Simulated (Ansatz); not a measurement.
Computed with Ansatz.

C3H5B, SMILES `BC1=CC1`. The species carries charge 0 and has multiplicity 1. Geometry: relaxed with PBE0-D4/def2-TZVP.

```xyz
9

B    -0.362    1.233    0.128
C     0.760    0.335    0.500
C     1.058   -0.902    0.337
C    -0.266   -0.647   -0.314
H    -0.269    1.892   -0.865
H    -1.237    1.423    0.920
H     1.761   -1.693    0.510
H    -0.293   -0.612   -1.401
H    -1.153   -1.029    0.186
```

What is the dipole moment at B3LYP/def2-TZVPP? (Best estimate.)

The calculation gave: 2.19 D, with components (0.41, -2.13, -0.34) D in this frame, pointing from negative to positive charge.

And with PBE, r2SCAN, ωB97M-V? (Best estimate.)

The calculation gave: PBE 2.19 D, r2SCAN 2.20 D, ωB97M-V 2.24 D.

Give the Mulliken charges with B3LYP, ωB97M-V, r2SCAN in def2-TZVPP. (Best estimate.)

The calculation gave: 
| atom | B3LYP | ωB97M-V | r2SCAN |
| --- | --- | --- | --- |
| B1 | -0.14 | -0.30 | -0.07 |
| C2 | 0.01 | 0.05 | -0.02 |
| C3 | -0.16 | -0.15 | -0.17 |
| C4 | -0.17 | -0.19 | -0.07 |
| H5 | 0.03 | 0.08 | 0.01 |
| H6 | 0.03 | 0.08 | 0.01 |
| H7 | 0.19 | 0.18 | 0.16 |
| H8 | 0.11 | 0.12 | 0.08 |
| H9 | 0.11 | 0.12 | 0.08 |

B3LYP here is the variant with VWN-RPA as its local correlation; programs differ in this.
